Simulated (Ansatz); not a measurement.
Geometry optimisation, RKS BHLYP/6-31G (Ansatz 0.2.0).

input.yaml

```yaml
crystal:
  periodic: [false, false, false]
  atoms:
    - { symbol: B, position_ang: [-0.9837, -1.2508, -0.6087] }
    - { symbol: C, position_ang: [0.1497, -0.2227, -0.1572] }
    - { symbol: C, position_ang: [1.2619, -0.24071, -1.19012] }
    - { symbol: Si, position_ang: [-0.64553, 1.54789, -0.19162] }
    - { symbol: "N", position_ang: [0.65849, -0.43728, 1.21165] }
    - { symbol: C, position_ang: [1.46251, -1.67711, 1.38718] }
    - { symbol: H, position_ang: [-1.5455, -1.034, -1.654] }
    - { symbol: H, position_ang: [-1.36, -2.0661, 0.075] }
    - { symbol: H, position_ang: [1.75927, -1.23844, -1.33711] }
    - { symbol: H, position_ang: [2.11502, 0.47126, -0.90266] }
    - { symbol: H, position_ang: [0.91767, 0.09398, -2.20379] }
    - { symbol: H, position_ang: [-1.1828, 1.76078, -1.52888] }
    - { symbol: H, position_ang: [0.31406, 2.46718, 0.20004] }
    - { symbol: H, position_ang: [-1.74569, 1.48541, 0.8101] }
    - { symbol: H, position_ang: [-0.12709, -0.48761, 1.87369] }
    - { symbol: H, position_ang: [1.68751, -1.84678, 2.47384] }
    - { symbol: H, position_ang: [2.45639, -1.56775, 0.89332] }
    - { symbol: H, position_ang: [0.9306, -2.57662, 0.99102] }
basis:
  gaussian: { orbitals: "6-31G" }
hamiltonian:
  xc: { name: BHLYP }
relax:
  f_tol: 0.015
  max_steps: 40
```

Command:

```bash
$ ansatz run input.yaml --threads 1 --pin off --max-ram 2048MiB --backend cpu --events-out ev --progress --plain --runs-dir out
```

Question: Where does it end, and by what steps?

Answer: The run converged. Limits of this set-up: no polarisation functions. After 10 steps the energy has fallen by 0.528 eV; H8 moved furthest, 0.48 Å.

```csv
step,energy less start (eV),largest force component (eV/Å),accepted
0,0.0000,2.344,yes
1,-0.3522,1.241,yes
2,-0.4697,0.371,yes
3,-0.4981,0.359,yes
4,-0.5015,0.573,yes
5,-0.5222,0.163,yes
6,-0.5257,0.108,yes
7,-0.5276,0.127,yes
8,-0.5243,0.166,no
9,-0.5279,0.040,yes
10,-0.5284,0.012,yes
```

```xyz
18
Properties=species:S:1:pos:R:3
B -1.053 -1.212 -0.708
C 0.132 -0.354 -0.227
C 1.325 -0.238 -1.188
Si -0.675 1.453 -0.147
N 0.594 -0.536 1.168
C 1.505 -1.649 1.408
H -1.355 -1.233 -1.858
H -1.743 -1.785 0.075
H 1.820 -1.198 -1.317
H 2.060 0.468 -0.811
H 1.000 0.087 -2.173
H -1.469 1.798 -1.365
H 0.461 2.403 -0.019
H -1.563 1.551 1.047
H -0.185 -0.565 1.805
H 1.677 -1.737 2.476
H 2.464 -1.462 0.937
H 1.128 -2.610 1.039
```

Time of the run: 78 s on 1 thread of Arm Neoverse V2 (shared host), peak memory 0.21 GiB.
